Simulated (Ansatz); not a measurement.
Ansatz (a program for electronic structure) input (CAM-B3LYP/def2-TZVPD):

Ansatz 0.2 input:
```yaml
crystal:
  periodic: [false, false, false]
  atoms:
    - {symbol: C, position_ang: [1.48334190, -1.07746449, 0.13514852]}
    - {symbol: Si, position_ang: [-0.01068474, 0.03828163, -0.00162366]}
    - {symbol: C, position_ang: [-1.51970134, -0.89943384, -0.54427400]}
    - {symbol: O, position_ang: [-0.25223363, 0.80115323, 1.45177148]}
    - {symbol: O, position_ang: [0.20998776, 1.22327015, -1.12641834]}
    - {symbol: H, position_ang: [1.32833726, -1.86924308, 0.87305721]}
    - {symbol: H, position_ang: [2.37441024, -0.51637668, 0.42695642]}
    - {symbol: H, position_ang: [1.69263035, -1.55802326, -0.82309486]}
    - {symbol: H, position_ang: [-1.38400079, -1.31289117, -1.54593997]}
    - {symbol: H, position_ang: [-1.73548167, -1.72672577, 0.13562771]}
    - {symbol: H, position_ang: [-2.39033627, -0.24156111, -0.56529181]}
    - {symbol: H, position_ang: [0.07530448, 0.37536595, 2.24645949]}
    - {symbol: H, position_ang: [0.74484620, 1.97951513, -0.87311535]}
basis:
  gaussian:
    orbitals: def2-TZVPD
hamiltonian:
  xc: {name: CAM-B3LYP}
total_charge: 1
magnetization: {spin_polarized: true, initial_magnetization: 1}
```

End of the output:

```
integrals: 0.28 GiB planned
1408 factors; their error is unknown
integrals: 0.32 GiB planned
631 factors; integrals over basis functions are off by at most 1.2e-5 eV
0.45 GiB of the device are held for the grids
1.90 GiB of device memory are held for the factors and their scratch space
mean field: 1.96 GiB planned
mean field evaluation 1: about -14152.7928 eV, gradient 7.3e1 eV
mean field evaluation 2: about -14141.5547 eV, gradient 9.1e1 eV
mean field evaluation 4: about -14170.2073 eV, gradient 3.0e0 eV
mean field evaluation 8: about -14170.2551 eV, gradient 2.3e-1 eV
mean field evaluation 16: about -14170.2441 eV, gradient 4.5e-3 eV
mean field evaluation 32: about -14169.8785 eV, gradient 1.6e0 eV
mean field -14170.24408129 eV, -520.7468650509 hartree, gradient 3.0e-5 eV, S^2 0.758899; 2 other end points of the search recorded, 0 dependent functions left out
reference -14170.24422247 eV, -520.7468702394 hartree; 25, 24 occupied and 244, 245 virtual orbitals, 1408 factors
Total energy: -14170.24422247 eV, -520.7468702394 hartree
```

This state (charge 1, doublet) is run at the relaxed geometry of the species with charge 0 and multiplicity 1.
